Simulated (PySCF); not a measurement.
## First hyperpolarisability of `C[C@H]1CN(CC#C)N=C1`, C₇H₁₀N₂

Method used: quadratic response B3LYP/def2-SVPD first hyperpolarisability, Taylor convention, gas phase in PySCF. Geometry: GFN2-xTB.

Input:
```
{"job": {"kind": "beta", "xc": "B3LYP", "basis": "def2-SVPD", "wavelengths": [1064]}, "charge": 0, "multiplicity": 1}
C      3.418260    -0.208217    -0.770937
C      2.595820    -0.884417    -0.223801
C      1.518822    -1.619821     0.425162
N      0.238128    -0.962376     0.321387
C      0.076260     0.403567     0.832218
C     -1.097652     0.954940     0.003923
C     -2.388295     1.090590     0.811727
C     -1.213957    -0.137412    -1.037643
N     -0.453130    -1.131750    -0.824036
H      4.166947     0.348284    -1.251725
H      1.414675    -2.601427    -0.045745
H      1.756234    -1.752819     1.487654
H      0.996649     0.980104     0.678414
H     -0.146035     0.366999     1.901736
H     -0.861232     1.918133    -0.458504
H     -3.207396     1.393244     0.162824
H     -2.271050     1.838937     1.593150
H     -2.645643     0.139096     1.272948
H     -1.907207    -0.126405    -1.855885
```
Coordinates are in Å.

Command: `OMP_NUM_THREADS=1 python excited_run.py task.json out`

(1) What does the run print?

Answers

(1) DR is the depolarisation ratio; parallel is 3/5 of the vector part along the dipole.
```
coarse grid: 15928 points
cycle   1  E = -381.7631537757  dE =  1.256e+00  |g| = 4.528e-01  |ddm| = 1.157e+01
cycle   2  E = -381.7590097586  dE =  4.144e-03  |g| = 4.784e-01  |ddm| = 3.305e+00
cycle   3  E = -381.8166109725  dE = -5.760e-02  |g| = 1.191e-01  |ddm| = 1.229e+00
cycle   4  E = -381.8189127456  dE = -2.302e-03  |g| = 7.020e-02  |ddm| = 2.896e-01
cycle   5  E = -381.8200907777  dE = -1.178e-03  |g| = 1.627e-02  |ddm| = 1.248e-01
cycle   6  E = -381.8201414246  dE = -5.065e-05  |g| = 6.112e-03  |ddm| = 4.053e-02
cycle   7  E = -381.8201494662  dE = -8.042e-06  |g| = 1.322e-03  |ddm| = 1.597e-02
final grid: 154160 points
cycle   8  E = -381.8913994982  dE = -6.201e-05  |g| = 6.087e-03  |ddm| = 1.942e-01
cycle   9  E = -381.8913935991  dE =  5.899e-06  |g| = 7.854e-03  |ddm| = 3.186e-02
cycle  10  E = -381.8914090085  dE = -1.541e-05  |g| = 1.454e-03  |ddm| = 1.762e-02
cycle  11  E = -381.8914094625  dE = -4.540e-07  |g| = 3.895e-04  |ddm| = 2.929e-03
cycle  12  E = -381.8914094917  dE = -2.921e-08  |g| = 1.815e-04  |ddm| = 1.100e-03
cycle  13  E = -381.8914094987  dE = -7.000e-09  |g| = 6.423e-05  |ddm| = 3.918e-04
cycle  14  E = -381.8914094996  dE = -8.979e-10  |g| = 2.097e-05  |ddm| = 1.181e-04
converged SCF energy = -381.8914094996

Lowest singlets (eV, f): 5.0267 0.1309  5.3279 0.0311  5.7725 0.0060

First hyperpolarisability (au)
process     nm      |vector|   parallel      HRS      DR
static         -      131.08     -47.33      70.67   2.811
shg       1064.0      167.98     -58.82      88.43   2.918
eope      1064.0      141.47     -50.65          -       -
```

It took 44 s wall time on 1 thread of an Intel Xeon 6975P-C, shared host, peak memory 0.97 GiB.
